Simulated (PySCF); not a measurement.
NMR data simulated for an unnamed compound:

$^{1}$H NMR (600 MHz, computed): δ 5.87 (m, 1H), 5.01 (m, 1H), 4.87 (m, 1H), 3.26 (m, 1H), 2.41 (br s, 1H), 2.01 (m, 1H), 1.96 (m, 1H), 1.87 (br s, 1H), 1.71 (m, 1H), 1.12 (m, 1H).

$^{13}$C{$^{1}$H} NMR (computed): δ 149.0 (CH), 114.4 (CH2), 57.9 (CH), 29.1 (CH2), 20.4 (CH2).

How the numbers were obtained: geometry from GFN2-xTB, σ from GIAO-PBE0/pcSseg-1, in PySCF (gas phase, one computed conformer, non-relativistic Hamiltonian).

δ = σ(ref) − σ, references computed at the same level: $^{1}$H (31.72 ppm), $^{13}$C (186.93 ppm) vs TMS.

Task: Which of these does the molecule contain: a C≡C triple bond, an OH group, an ester, a non-aromatic C=C double bond, a vinyl group CH=CH2, a methoxy group?

Result: 
- A C≡C triple bond: no.
- An OH group: yes (δH 1.87 (br s)).
- An ester: no.
- A non-aromatic C=C double bond: yes.
- A vinyl group CH=CH2: yes (δC 114.4, 149.0; δH 5.01 (m), 4.87 (m), 5.87 (m)).
- A methoxy group: no.

The data belong to SMILES C=C[C@@H]1CC[Si]1(O)O, C5H10O2Si; they needn't prove each group on their own.

Carbon signals by region: 2 in the sp2 and nitrile region (100–160 ppm), 1 at 50–100 ppm, 2 below 50 ppm.

The OH or NH signal is concentration- and solvent-dependent in practice; the value given is the gas-phase one. Shifts are as computed. Against solution values, carbons near 30 ppm lie about +3 ppm off and those near 130 ppm about +5 ppm. Of 1211 compounds with measured shifts, 218 miss one by over three times the rms of a fit or turn the order of signals round; such compounds aren't used in these exercises. Multiplicities follow the n + 1 count of equivalent neighbours, as no J values were calculated; m marks all less simple cases, F and P coupling included.
